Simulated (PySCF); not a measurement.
Molecule: SMILES [SiH3]C[BH-]1[NH2+][BH2-][NH2+]1, CH12B2N2Si.

Atoms are numbered as in `[SiH3:1][CH2:2][BH-:3]1[NH2+:4][BH2-:5][NH2+:6]1`. Hydrogens are named by the atom that carries them. Ha(N4), Ha(B5), Ha(N6) are cis to C2 on the ring; Hb(N4), Hb(B5), Hb(N6) are trans to C2 on the ring.

Geometry PBE0-D3(BJ)/def2-SVP throughout; GIAO in PySCF, gas phase, one conformer, non-relativistic; equivalent atoms averaged; basis pcSseg-1.

(1) How do the absolute shieldings σ depend on the functional? (a selection of nuclei; ppm; last column core-seconds on shared hosts with different chips, so compare them loosely; the GGAs took longer than the global hybrids here, which isn't the general rule, and the cause wasn't traced)

(2) Which nucleus among those listed moves most, in ppm?

Results:

(1) 
```csv
functional,kind,Si1,C2,B3,H(Si1),Hb(B5),H(B3),Ha(B5),Hb(N4)/Hb(N6),H(C2),core-s
HF,Hartree–Fock,453.5,190.1,119.4,28.09,28.61,28.64,28.74,29.89,32.20,13
LDA,LDA,399.4,176.9,102.5,26.79,27.17,27.13,27.34,28.93,30.91,31
PBE,GGA,409.6,176.4,103.9,27.32,27.68,27.64,27.83,29.36,31.33,42
BLYP,GGA,398.7,170.4,100.0,27.58,27.94,27.91,28.09,29.53,31.53,39
BP86,GGA,407.8,176.3,103.8,27.39,27.77,27.72,27.92,29.47,31.41,40
OPBE,GGA,428.8,183.2,110.5,27.40,27.79,27.74,27.93,29.40,31.34,38
KT2,GGA,435.7,179.2,106.3,27.35,27.59,27.54,27.75,29.27,31.30,25
KT3,GGA,435.9,178.5,107.1,27.64,27.92,27.87,28.06,29.41,31.46,24
B97-D,GGA,417.1,175.6,104.7,27.67,28.04,27.99,28.17,29.60,31.59,24
B3LYP,global hybrid,409.3,175.7,104.5,27.65,28.05,28.03,28.19,29.58,31.64,16
PBE0,global hybrid,422.1,182.3,109.1,27.46,27.87,27.85,28.01,29.47,31.51,21
mPW1PW91,global hybrid,419.6,181.6,108.9,27.54,27.96,27.93,28.10,29.54,31.57,16
WP04,global hybrid,400.6,170.2,100.7,28.37,28.81,28.73,28.91,29.78,31.89,21
B97-2,global hybrid,425.0,181.5,109.2,27.65,28.06,28.02,28.19,29.59,31.62,18
BHandHLYP,global hybrid,425.2,181.7,110.2,27.79,28.23,28.23,28.36,29.64,31.81,20
CAM-B3LYP,range-separated hybrid,414.7,180.0,107.1,27.60,28.00,28.00,28.14,29.55,31.65,28
wB97X-D,range-separated hybrid,421.4,183.6,110.2,27.59,28.08,28.05,28.21,29.62,31.72,26
LC-wPBE,range-separated hybrid,426.1,189.0,113.0,27.60,28.05,28.05,28.17,29.64,31.69,35
```

(2) Si1 (silicon bonded to C, 3 H): from 398.7 ppm with BLYP to 453.5 ppm with HF. The smallest spread is 0.97 ppm, at Hb(N4)/Hb(N6). Proton shifts span only some 12 ppm, so a few tenths of a ppm matter as much there as several ppm in carbon.
